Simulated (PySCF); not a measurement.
# What builds the third ionisation energy along the 5p block

All values are computed (PySCF 2.14, energy differences of UHF-based or UKS calculations, no spin-orbit coupling). Each column adds one step, in eV (sums use unrounded values): valence MP2, valence CCSD, valence triples, then the next inner shell at CCSD(T) (Sn 4s 4p 4d, Sb 4s 4p 4d, Te 4s 4p 4d, I 4s 4p 4d, Xe 4s 4p 4d). References (NIST) marked * lie between the lowest fine-structure levels; the others compare directly ((s) semi-empirical, (t) theoretical).

```tsv
element	UHF	+ MP2	+ CCSD	+ (T)	+ inner shell	sum	reference
Sn [Kr] 4d10 5s2 → [Kr] 4d10 5s1 (ANO-RCC-VTZP, spin-free X2C)	28.535	0.635	0.252	0.000	0.913	30.335	30.506
Sb [Kr] 4d10 5s2 5p1 → [Kr] 4d10 5s2 (ANO-RCC-VTZP, spin-free X2C)	24.162	0.206	0.068	0.014	0.179	24.629	25.323 *
Te [Kr] 4d10 5s2 5p2 → [Kr] 4d10 5s2 5p1 (ANO-RCC-VTZP, spin-free X2C)	27.071	0.324	0.040	0.019	0.154	27.608	27.84 ± 0.04 *
I [Kr] 4d10 5s2 5p3 → [Kr] 4d10 5s2 5p2 (ANO-RCC-VTZP, spin-free X2C)	29.907	0.444	-0.010	0.025	0.135	30.501	29.57 ± 0.025 *
Xe [Kr] 4d10 5s2 5p4 → [Kr] 4d10 5s2 5p3 (ANO-RCC-VTZP, spin-free X2C)	29.389	0.678	0.149	0.024	0.164	30.405	31.05 ± 0.04 (s) *
```

What remains against the references is mostly basis incompleteness and, for starred values, spin-orbit coupling.

These are valence bases, so the inner-shell step is incomplete.
